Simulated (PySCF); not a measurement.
C2H6N, charge +1, singlet, at a GFN2-xTB geometry; R2SCAN/def2-SVP run with PySCF.

Here is a job for PySCF.
```python
from pyscf import gto, scf, dft

mol = gto.Mole()
mol.atom = '''
    C     1.196705    0.198002   -0.255143
    N     0.156203   -0.258830    0.298603
    C    -1.192818    0.058660   -0.044181
    H     1.119568    0.903369   -1.075976
    H     2.185864   -0.098450    0.070416
    H     0.247177   -0.924346    1.072692
    H    -1.704677    0.478110    0.825336
    H    -1.236808    0.767256   -0.869450
    H    -1.727870   -0.854098   -0.317293
'''
mol.basis = 'def2-svp'
mol.charge = 1
mol.spin = 0
mol.verbose = 4
mol.build()

mf = dft.RKS(mol)
mf.xc = 'r2scan'
mf.kernel()
```

What the program printed (banner, timings and long lists left out):

```
PySCF version 2.14.0

[INPUT] verbose = 4
[INPUT] num. atoms = 9
[INPUT] num. electrons = 24
[INPUT] charge = 1
[INPUT] spin (= nelec alpha-beta = 2S) = 0
[INPUT] symmetry False subgroup None
[INPUT] Mole.unit = angstrom
[INPUT] Symbol           X                Y                Z      unit          X                Y                Z       unit  Magmom
[INPUT]  1 C      1.196705000000   0.198002000000  -0.255143000000 AA    2.261444701898   0.374169552116  -0.482150392600 Bohr   0.0
[INPUT]  2 N      0.156203000000  -0.258830000000   0.298603000000 AA    0.295180889835  -0.489117812821   0.564277889974 Bohr   0.0
[INPUT]  3 C     -1.192818000000   0.058660000000  -0.044181000000 AA   -2.254099336451   0.110851334467  -0.083489989909 Bohr   0.0
[INPUT]  4 H      1.119568000000   0.903369000000  -1.075976000000 AA    2.115676897827   1.707119999422  -2.033299956605 Bohr   0.0
[INPUT]  5 H      2.185864000000  -0.098450000000   0.070416000000 AA    4.130684305546  -0.186043536963   0.133066954787 Bohr   0.0
[INPUT]  6 H      0.247177000000  -0.924346000000   1.072692000000 AA    0.467096834292  -1.746760784337   2.027094096012 Bohr   0.0
[INPUT]  7 H     -1.704677000000   0.478110000000   0.825336000000 AA   -3.221372660845   0.903496957416   1.559659000744 Bohr   0.0
[INPUT]  8 H     -1.236808000000   0.767256000000  -0.869450000000 AA   -2.337228388671   1.449903707429  -1.643022379003 Bohr   0.0
[INPUT]  9 H     -1.727870000000  -0.854098000000  -0.317293000000 AA   -3.265201078852  -1.614011303539  -0.599596871242 Bohr   0.0

nuclear repulsion = 79.9388937404011
number of shells = 36
number of NR pGTOs = 114
number of NR cGTOs = 72
basis = def2-svp
ecp = {}

******** <class 'pyscf.dft.rks.RKS'> ********
method = RKS
initial guess = minao
damping factor = 0
level_shift factor = 0
DIIS = <class 'pyscf.scf.diis.CDIIS'>
diis_start_cycle = 1
diis_space = 8
diis_damp = 0
SCF conv_tol = 1e-09
SCF conv_tol_grad = None
SCF max_cycles = 50
direct_scf = True
direct_scf_tol = 1e-13
XC library pyscf.dft.libxc version 7.1.2
    S. Lehtola, C. Steigemann, M. J. T. Oliveira, and M. A. L. Marques,  SoftwareX 7, 1–5 (2018)
XC functionals = r2scan
    J. W. Furness, A. D. Kaplan, J. Ning, J. P. Perdew, and J. Sun,  J. Phys. Chem. Lett. 11, 8208–8215 (2020)
    J. W. Furness, A. D. Kaplan, J. Ning, J. P. Perdew, and J. Sun,  J. Phys. Chem. Lett. 11, 9248–9248 (2020)
    J. W. Furness, A. D. Kaplan, J. Ning, J. P. Perdew, and J. Sun,  J. Phys. Chem. Lett. 11, 8208–8215 (2020)
    J. W. Furness, A. D. Kaplan, J. Ning, J. P. Perdew, and J. Sun,  J. Phys. Chem. Lett. 11, 9248–9248 (2020)
radial grids:
    Treutler-Ahlrichs [JCP 102, 346 (1995); DOI:10.1063/1.469408] (M4) radial grids

becke partition: Becke, JCP 88, 2547 (1988); DOI:10.1063/1.454033
pruning grids: <function nwchem_prune>
grids dens level: 3
symmetrized grids: False
atomic radii adjust function: <function treutler_atomic_radii_adjust>
small_rho_cutoff = 0
Set gradient conv threshold to 3.16228e-05
Initial guess from minao.
tot grids = 100992
init E= -134.528836145121
  HOMO = -0.359179305785912  LUMO = -0.113772580232187  gap/eV = 6.67786
cycle= 1 E= -134.095543763223  delta_E= 0.433  |g|= 0.212  |ddm|= 2.79
  HOMO = -0.544129376480498  LUMO = -0.345310396409662  gap/eV = 5.41014
cycle= 2 E= -134.089526185955  delta_E= 0.00602  |g|= 0.287  |ddm|= 0.511
  HOMO = -0.546147368191285  LUMO = -0.323209327781115  gap/eV = 6.06645
cycle= 3 E= -134.107558150239  delta_E= -0.018  |g|= 0.0675  |ddm|= 0.218
  HOMO = -0.549433551175733  LUMO = -0.319765189522312  gap/eV = 6.24959
cycle= 4 E= -134.108331379163  delta_E= -0.000773  |g|= 0.0344  |ddm|= 0.0751
  HOMO = -0.547764969004011  LUMO = -0.320699627449453  gap/eV = 6.17876
cycle= 5 E= -134.108643174184  delta_E= -0.000312  |g|= 0.00321  |ddm|= 0.0293
  HOMO = -0.547321540432931  LUMO = -0.320242092486179  gap/eV = 6.17915
cycle= 6 E= -134.10864575533  delta_E= -2.58e-06  |g|= 0.000469  |ddm|= 0.00374
  HOMO = -0.547369417202318  LUMO = -0.320295310347596  gap/eV = 6.17900
cycle= 7 E= -134.108645805903  delta_E= -5.06e-08  |g|= 0.000187  |ddm|= 0.000685
  HOMO = -0.547348211552279  LUMO = -0.320264414294965  gap/eV = 6.17926
cycle= 8 E= -134.108645814404  delta_E= -8.5e-09  |g|= 4.48e-05  |ddm|= 0.000192
  HOMO = -0.547354318788828  LUMO = -0.320273045123441  gap/eV = 6.17920
cycle= 9 E= -134.108645814985  delta_E= -5.8e-10  |g|= 5.44e-06  |ddm|= 5.06e-05
  HOMO = -0.547352389884558  LUMO = -0.320271118013267  gap/eV = 6.17920
Extra cycle  E= -134.108645814987  delta_E= -2.76e-12  |g|= 4.64e-06  |ddm|= 9.92e-06
converged SCF energy = -134.108645814987
```
